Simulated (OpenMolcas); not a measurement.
InNH4 (SMILES [NH2][InH2]): name the method

InNH4 has 6 atoms, charge 0, and is taken as a singlet. As SMILES, `[NH2][InH2]`. The coordinates come from a PBE0-D4/def2-TZVP relaxation.

```xyz
6

N    -0.0922   -1.0605    0.0366
In    0.0953    0.9359   -0.0483
H    -0.5980   -1.5529    0.7534
H     0.3119   -1.6973   -0.6293
H     1.0125    1.5205   -1.3707
H    -0.6874    1.7903    1.2121
```

Orbital energies are those of the mean-field step.

A calculation with OpenMolcas 26.06 gave:

```yaml
total_energy: -247.1500 Eh
dipole_moment: 0.97 D
HOMO_energy: -5.54 eV
LUMO_energy: -1.48 eV
HOMO–LUMO_gap: 4.06 eV
largest_force: 0.646 eV/Å
```

Question: Which of these levels gave the numbers?
A. CCSD(T)/def2-SVP (core potential)
B. TPSS/def2-SVP (core potential)
C. MP2/def2-SVP (core potential)
D. SVWN5/def2-SVP (core potential)

Answer: B. The others give -246.4212 Eh (SVWN5/def2-SVP (core potential)), -246.1869 Eh (MP2/def2-SVP (core potential)), -246.2222 Eh (CCSD(T)/def2-SVP (core potential)).
